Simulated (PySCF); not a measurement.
ORD: `CC[Si@H]1[SiH2][SiH2][C@H]1F`, C₃H₁₁FSi₃

Molfile (atoms numbered from 1):
```
C3H11FSi3
     RDKit          3D

 18 18  0  0  0  0  0  0  0  0999 V2000
   -2.7300   -0.0701    0.2394 C   0  0  0  0  0  0  0  0  0  0  0  0
   -1.5309   -0.9408   -0.1218 C   0  0  0  0  0  0  0  0  0  0  0  0
    0.0561   -0.4697    0.8222 Si  0  0  1  0  0  4  0  0  0  0  0  0
    2.0977   -1.2468   -0.0322 Si  0  0  0  0  0  4  0  0  0  0  0  0
    2.4199    1.0315   -0.4661 Si  0  0  0  0  0  4  0  0  0  0  0  0
    0.6656    1.3351    0.3454 C   0  0  1  0  0  0  0  0  0  0  0  0
   -0.2037    1.9721   -0.5475 F   0  0  0  0  0  0  0  0  0  0  0  0
   -2.5296    0.9694   -0.0061 H   0  0  0  0  0  0  0  0  0  0  0  0
   -2.9490   -0.1354    1.3035 H   0  0  0  0  0  0  0  0  0  0  0  0
   -3.6163   -0.3841   -0.3101 H   0  0  0  0  0  0  0  0  0  0  0  0
   -1.7707   -1.9877    0.0760 H   0  0  0  0  0  0  0  0  0  0  0  0
   -1.3479   -0.8625   -1.1949 H   0  0  0  0  0  0  0  0  0  0  0  0
   -0.2439   -0.5125    2.2655 H   0  0  0  0  0  0  0  0  0  0  0  0
    3.0389   -1.8801    0.9010 H   0  0  0  0  0  0  0  0  0  0  0  0
    2.0771   -2.1697   -1.1765 H   0  0  0  0  0  0  0  0  0  0  0  0
    2.4072    1.5613   -1.8303 H   0  0  0  0  0  0  0  0  0  0  0  0
    3.4438    1.7875    0.2660 H   0  0  0  0  0  0  0  0  0  0  0  0
    0.7072    2.0089    1.2082 H   0  0  0  0  0  0  0  0  0  0  0  0
  1  2  1  0
  2  3  1  0
  3  4  1  0
  4  5  1  0
  5  6  1  0
  6  7  1  0
  6  3  1  0
  1  8  1  0
  1  9  1  0
  1 10  1  0
  2 11  1  0
  2 12  1  0
  3 13  1  1
  4 14  1  0
  4 15  1  0
  5 16  1  0
  5 17  1  0
  6 18  1  1
M  END
```

Method: PySCF, TDDFT LC-wPBE/def2-SVPD circular dichroism and optical rotation, one conformer, gas phase. Geometry: GFN2-xTB.

The molecule is flexible and this is one conformer; a measurement averages over conformers.

Stereocentres: Si3 R, C6 R.

Give the optical rotatory dispersion at 633, 589.3, 546, 436, 405, 365, 355 nm.

[α] in deg dm⁻¹ (g/mL)⁻¹:
| λ (nm) | origin-invariant length gauge | modified velocity gauge | length gauge (centre of mass) | isotropic polarisability (au) |
| --- | --- | --- | --- | --- |
| 633 | -72.8 | -72.4 | -71.7 | 121.9 |
| 589.3 | -85.2 | -84.7 | -83.8 | 122.5 |
| 546 | -101.0 | -100.3 | -99.4 | 123.2 |
| 436 | -170.4 | -169.3 | -167.6 | 126.4 |
| 405 | -204.4 | -203.0 | -200.9 | 127.8 |
| 365 | -267.5 | -265.6 | -262.9 | 130.4 |
| 355 | -288.4 | -286.4 | -283.4 | 131.3 |

And for the mirror image at 589.3 nm?

+85.2 deg dm⁻¹ (g/mL)⁻¹ (origin-invariant length gauge): the same size and the opposite sign.

What is the molar rotation [Φ] = [α]·M/100 of the geometry above at 589.3 nm?

With M = 150.37 g/mol, -128.1 deg cm² dmol⁻¹ (origin-invariant length gauge).

The first excitation lies at 5.30 eV (234 nm) with R = +0.2 × 10⁻⁴⁰ esu² cm² (velocity form).
